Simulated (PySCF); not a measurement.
## Gas-phase thermal properties of ZrO₂

Energies from PySCF (xtb for GFN2), thermal terms from the rigid-rotor harmonic-oscillator model, ideal gas at 1 bar. The comparison is the NASA 1993 polynomial table, which mixes measured and estimated data. S°(298 K) at PBE0/def2-TZVP differs from the NASA 1993 table for ZrO₂ (-6 J/mol/K); whether the harmonic model or the table's entry is off was not settled. All species are closed-shell singlets. Zr: scalar-relativistic def2 core potential, no spin-orbit coupling. The harmonic model lacks anharmonicity and excited electronic states, which grow with temperature; levels with a mode under 35 cm⁻¹ are left out. The table's entry may be an old estimate for ZrO₂ (not checked at source).

| level | point group | σ | ZPE (kJ/mol) | S°298 (J/mol/K) | Cp298 (J/mol/K) | S°1000 (J/mol/K) | H1000 − H298 (kJ/mol) |
|---|---|---|---|---|---|---|---|
| table | - | - | - | 273.7 | 46.1 | 336.8 | 37.3 |
| GFN2-xTB | C2v | 2 | 10.3 | 271.2 | 47.0 | 335.2 | 37.8 |
| PBE/def2-SVP | C2v | 2 | 12.4 | 268.7 | 44.6 | 330.8 | 36.8 |
| PBE0/def2-TZVP | C2v | 2 | 12.9 | 268.0 | 44.1 | 329.6 | 36.6 |
σ: rotational symmetry number. Electronic degeneracy used: 1. Frequencies are unscaled.
